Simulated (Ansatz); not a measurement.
Program: Ansatz. Geometries: PBE0-D4/def2-TZVP. ΔE: electronic, gas phase. CCSD(T)/CBS adds triple-zeta CCSD(T) − MP2 to the extrapolated MP2 energy (def2 sets, frozen cores). This one scheme is used for every species. Functionals use def2-TZVPP. B3LYP here is the variant with VWN-RPA as its local correlation; programs differ in this. Elements past krypton have def2 core potentials. For Sn outer-core shells are correlated without core-valence functions, which leaves a few kJ/mol of doubt a bond. Each species was taken in one conformer, which may not be the lowest.

`N=C(O)CS` + `[SnH4]` → `N=C(O)[CH2][SnH3]` + H₂S  (formal exchange of groups at a C–S bond)

`N=C(O)CS`:

Z-matrix (Å, degrees):
```
C
S 1 1.798
C 1 1.506 2 115.4
H 1 1.091 2 110.9 3 125.0
H 1 1.093 2 106.1 3 -120.1
H 2 1.342 1 96.8 3 -73.2
O 3 1.346 1 109.7 2 174.0
N 3 1.258 1 129.4 2 -6.4
H 7 0.967 3 106.2 1 178.8
H 8 1.018 3 110.2 1 -0.2
```

`[SnH4]`:

Z-matrix (Å, degrees):
```
Sn
H 1 1.704
H 1 1.704 2 109.5
H 1 1.704 2 109.5 3 -120.0
H 1 1.704 2 109.5 3 120.0
```

`N=C(O)[CH2][SnH3]`:

Z-matrix (Å, degrees):
```
C
Sn 1 2.168
C 1 1.481 2 110.8
H 1 1.092 2 106.1 3 119.9
H 1 1.088 2 108.9 3 -122.5
H 2 1.709 1 107.8 3 159.7
H 2 1.704 1 108.6 3 40.6
H 2 1.703 1 110.0 3 -80.7
O 3 1.350 1 111.5 2 68.0
N 3 1.266 1 129.5 2 -110.2
H 9 0.967 3 105.9 1 -179.0
H 10 1.014 3 111.5 1 -2.3
```

H₂S:

Z-matrix (Å, degrees):
```
S
H 1 1.341
H 1 1.341 2 92.3
```

```tsv
level	ΔE (kJ/mol)	difference from CCSD(T)/CBS
PBE-D4	-33.9	11.1
r2SCAN-D4	-36.7	8.3
PBE0-D4	-34.2	10.8
B3LYP-D4	-37.5	7.5
ωB97X-V	-33.8	11.2
ωB97M-V	-35.5	9.5
B2PLYP	-38.1	6.9
PBE	-32.4	12.6
r2SCAN	-36.1	8.9
PBE0	-32.7	12.3
B3LYP	-35.1	9.9
HF/def2-TZVPP	-34.5	10.5
MP2/def2-TZVPP	-45.2	-0.2
SCS-MP2/def2-TZVPP	-42.4	2.6
CCSD/def2-TZVPP	-41.6	3.4
CCSD(T)/def2-TZVPP	-41.5	3.5
HF/def2-QZVPP	-35.3	9.7
MP2/def2-QZVPP	-47.5	-2.5
SCS-MP2/def2-QZVPP	-44.5	0.5
HF/CBS(def2)	-35.4	9.6
MP2/CBS(def2)	-48.7	-3.7
CCSD/CBS(def2)	-45.1	-0.1
CCSD(T)/CBS	-45.0	0
```

Largest T1 diagnostic among the species: 0.013.

In def2-TZVPP, CCSD(T) changes the Hartree–Fock value by −7.0 kJ/mol (the triples alone add +0.1 kJ/mol) and MP2 by −10.7 kJ/mol.
